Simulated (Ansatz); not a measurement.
Li8H8⁻. The state is a doublet with charge -1. Geometry r2SCAN-D4/def2-SVPD; atoms count from 1.

```tsv
atom	x (Å)	y (Å)	z (Å)
Li1	0.9825	-1.2950	-1.5309
Li2	-2.3375	-1.4143	-0.3283
Li3	1.9453	-0.0330	0.3936
Li4	1.5620	1.9626	-1.0316
Li5	0.4167	2.0010	1.2204
Li6	-0.0672	-1.7216	0.7464
Li7	-0.9575	0.7453	-0.6998
Li8	-1.8235	-0.0124	1.7174
H9	-2.6086	0.2987	0.0136
H10	1.6335	-1.8694	0.0956
H11	-0.0113	0.1626	0.9376
H12	-0.1107	2.3808	-0.6034
H13	1.7566	0.2925	-1.6264
H14	-0.7999	-1.3484	-1.2915
H15	-1.7836	-1.9162	1.3148
H16	2.2032	1.7668	0.6723
```

The highest occupied level of the charge -1 doublet lies above zero (up to 0.62 eV). By energy differences its removal costs 0.61 eV (vertical, to the charge 0 singlet, at PBE0-D4/def2-TZVPD); a positive level beside a positive removal energy at the same level points to self-interaction error. The structure comes from a short search, and lower isomers may exist.

Question: Estimate the Mulliken populations from the PBE0/def2-TZVPD orbitals of Ansatz.

Answer: 
```
atom  charge (e)  spin (α − β)
 Li1        0.50          0.02
 Li2        0.51          0.06
 Li3        0.60          0.04
 Li4        0.57          0.06
 Li5        0.51          0.31
 Li6        0.71          0.06
 Li7        0.79          0.07
 Li8        0.50          0.30
  H9       -0.69          0.01
 H10       -0.74          0.00
 H11       -0.81          0.04
 H12       -0.71          0.00
 H13       -0.62          0.00
 H14       -0.67          0.01
 H15       -0.73          0.01
 H16       -0.73          0.01
```
Mulliken values and Mayer orders depend strongly on the basis. With diffuse functions, as here, like atoms can get unlike values, and bond orders can come out too low or too high.

Question: Where does the spin sit?

Answer: Summed by element: Li 0.92, H 0.08, of 1 unpaired in all. Largest on single atoms: Li5 0.31, Li8 0.30, Li7 0.07.
